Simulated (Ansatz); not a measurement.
C$_{4}$H$_{9}$Cl$_{3}$Sn (`C[C](C)(C)[Sn]([Cl])([Cl])[Cl]`), relaxed with RKS PBE-D4/def2-SVP in Ansatz 0.2.0 from a rough embedded geometry. The force threshold is 0.03 eV/Å; the program also tests the step.

The species carries charge 0 and has multiplicity 1. Sn takes the def2 core potential.

Start:

```xyz
17

C    -0.008   -1.630   -0.125
C     0.114   -0.083   -0.175
C     1.586    0.299   -0.074
C    -0.460    0.392   -1.470
Sn   -0.905    0.810    1.513
Cl   -3.217    0.263    1.386
Cl    0.004   -0.046    3.501
Cl   -0.642    3.104    1.424
H     0.432   -2.118   -0.998
H    -1.151   -1.874   -0.175
H     0.340   -2.000    0.820
H     1.738    1.352   -0.131
H     2.118   -0.145   -0.918
H     2.012   -0.093    0.846
H     0.032    0.029   -2.365
H    -0.403    1.543   -1.531
H    -1.590    0.197   -1.528
```

Q: How much energy does the relaxation release, and in how many steps? (An estimate is asked.)

A: Ansatz gave: 41.48 kJ/mol, in 4 steps.

Q: Which bonds change most? (Estimate.)

A: The calculation gave: Sn5–Cl8 from 2.310 to 2.374 Å; C1–H10 from 1.170 to 1.109 Å; C2–Sn5 from 2.165 to 2.215 Å; C4–H16 from 1.154 to 1.109 Å.

Q: Give the relaxed structure. (Estimate.)

A: Ansatz gave: 
```xyz
17

C    -0.066   -1.635   -0.113
C     0.147   -0.126   -0.240
C     1.614    0.278   -0.093
C    -0.505    0.460   -1.493
Sn   -0.910    0.783    1.480
Cl   -3.230    0.281    1.428
Cl   -0.046   -0.021    3.539
Cl   -0.684    3.146    1.478
H     0.447   -2.149   -0.957
H    -1.139   -1.909   -0.158
H     0.358   -2.037    0.830
H     1.748    1.378   -0.122
H     2.199   -0.153   -0.937
H     2.058   -0.102    0.849
H    -0.011    0.035   -2.395
H    -0.398    1.562   -1.541
H    -1.584    0.211   -1.555
```
